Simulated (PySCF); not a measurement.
**O⁵⁺: ionisation energy**

O⁵⁺ [He] 2s1 [2s1/2^1, M_J = 1/2] → O⁶⁺ 1s2, as a difference of total energies. Computed with PySCF 2.14 in an uncontracted even-tempered set (17 s from 0.45 bohr⁻², ratio 2.4; 10 p from 0.58 bohr⁻², ratio 2.4; 5 d from 1.8 bohr⁻², ratio 2.6; 5 f from 2.7 bohr⁻², ratio 2.6), with the two-component X2C-1e Hamiltonian. Correlated levels: nothing frozen; the 28 highest virtual spinors dropped. "Screened" scales the spin-orbit matrix elements by Boettger's factors to mimic the two-electron term; Breit and QED terms are absent.

```tsv
method	ionisation energy (eV)
GHF (screened spin-orbit)	138.00
GMP2 (screened spin-orbit)	138.12
```

For comparison: 138.12 eV (semi-empirical (NIST evaluation); NIST Atomic Spectra Database, ionization energies).
